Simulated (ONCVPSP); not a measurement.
**Before and after: ONCV potential for Pt (Z = 78)**

```
Element                 : Pt
Generator               : ONCVPSP 4.0.1
Type                    : optimised norm-conserving Vanderbilt (ONCV)
Functional              : PBE
Relativity              : scalar-relativistic
Frozen core             : [Kr] 4d10 4f14
Valence charge          : 18
Reference configuration : 5s2 5p6 5d9 6s1
Partial waves           : 5s+6s: rc 1.40 bohr, ncon 5, nbas 8, qcut 6.9 1/bohr, 2 projectors; 5p: rc 1.60 bohr, ncon 4, nbas 7, qcut 10.4 1/bohr, 1 projector; 5d: rc 1.40 bohr, ncon 3, nbas 6, qcut 7.2 1/bohr, local
Local potential         : the d channel
Core correction         : Teter function, fcfact 4.25, rcfact 1.45
```

Change: core correction Teter function, fcfact 3.3, rcfact 1.45.

Cutoffs: the cutoffs (Ha) at which the residual kinetic energy of the hardest occupied pseudo-wave falls to 1 and 0.1 mHa per electron; they do not see the model core or the augmentation charge, which bear on the density cutoff. Errors are all-electron minus pseudo energies relative to the spin-unpolarised reference configuration.

Task: What does the change do?

Result: The potential gets neither clearly harder nor softer (68 Ha and 85 Ha → 68 Ha and 85 Ha); the errors of the 4 common tests hardly move; neither file shows a bound ghost. A model core, the more so a compact one, raises the density cutoff, which this test does not measure.

| quantity | base | changed |
| --- | --- | --- |
| cutoff, loose | 68 Ha | 68 Ha |
| cutoff, tight | 85 Ha | 85 Ha |
| bound ghosts | none | none |
| GHOST(+) flags under 300 eV | none | none |
| error for 5s2 5p6 5d9 6s0, meV [ΔE 9.19 eV] | -4.8 | -4.6 |
| error for 5s2 5p6 5d8 6s0, meV [ΔE 29.16 eV] | -3.8 | -3.6 |
| error for 5s2 5p6 5d7 6s0, meV [ΔE 61.38 eV] | -7.4 | -6.6 |
| error for 5s2 5p6 5d10 6s0, meV [ΔE -0.02 eV] | -6.3 | -6.0 |
| s: phases at 1.42 bohr within 0.05 rad from the reference energy up to (Ha; the scan ends near 5) | to the end of the scan | to the end of the scan |
| p: phases at 1.62 bohr within 0.05 rad from the reference energy up to (Ha; the scan ends near 5) | 0.9 | 0.9 |
| d: phases at 1.42 bohr within 0.05 rad from the reference energy up to (Ha; the scan ends near 5) | to the end of the scan | to the end of the scan |
| rms error of d²Exc/dni dnj with the model core, mHa | 1.03 | 0.34 |
